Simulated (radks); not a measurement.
All-electron atom: the antimony ion Sb17+ in [Ar] 3d10 4s1.75 4p4 5p0.25 (fractional occupations, a model configuration). All-electron calculation, scalar-relativistic Kohn-Sham, LDA (Slater exchange, Perdew-Wang correlation), spin-polarised, spherical densities, point nucleus; open shells are filled with parallel spins first (spin-orbit coupling, left out, can overturn this in heavy ions). Program: a radial shooting solver on a logarithmic mesh with Libxc functionals.

Local quantities along the radius. ELF = 1/(1 + alpha^2) is the electron localisation function; alpha = (tau - tau_W)/tau_unif compares the Pauli kinetic energy density with that of the uniform gas (summed over spins); r v_xc is r times the local exchange-correlation potential of spin up (hartree bohr). tau is taken from the large components.

r (bohr),ELF,alpha,r v_xc
0.001124,0.999,0.02326,-0.05632
0.001463,0.999,0.02341,-0.07158
0.001905,0.999,0.02413,-0.09067
0.002481,0.999,0.02558,-0.1143
0.00323,0.999,0.02802,-0.1433
0.004207,0.999,0.03197,-0.1783
0.005521,0.999,0.03855,-0.2209
0.00719,0.998,0.04919,-0.2685
0.009362,0.995,0.06774,-0.3209
0.01219,0.990,0.1025,-0.3755
0.01587,0.971,0.1733,-0.4280
0.02083,0.898,0.3365,-0.4746
0.02713,0.679,0.6879,-0.5099
0.03533,0.391,1.249,-0.5438
0.046,0.328,1.431,-0.6002
0.0599,0.521,0.9592,-0.6948
0.07799,0.730,0.6083,-0.8013
0.1024,0.727,0.6121,-0.8719
0.1333,0.455,1.094,-0.8877
0.1736,0.313,1.480,-0.9342
0.226,0.594,0.8274,-1.076
0.2943,0.776,0.5376,-1.174
0.3832,0.640,0.7503,-1.107
0.503,0.230,1.831,-0.9775
0.655,0.479,1.042,-1.010
0.8529,0.782,0.5276,-0.9748
1.111,0.304,1.512,-0.7477
1.446,0.031,5.593,-0.5142
1.883,0.032,5.492,-0.3492
2.472,0.003,16.90,-0.1715
3.218,0.000,213.3,-0.05201

On this mesh the ELF has minima near r = 0.040, 0.17, 0.50 bohr, which separate the shells, and maxima near 0.089 (0.76), 0.29 (0.78), 0.85 (0.78).
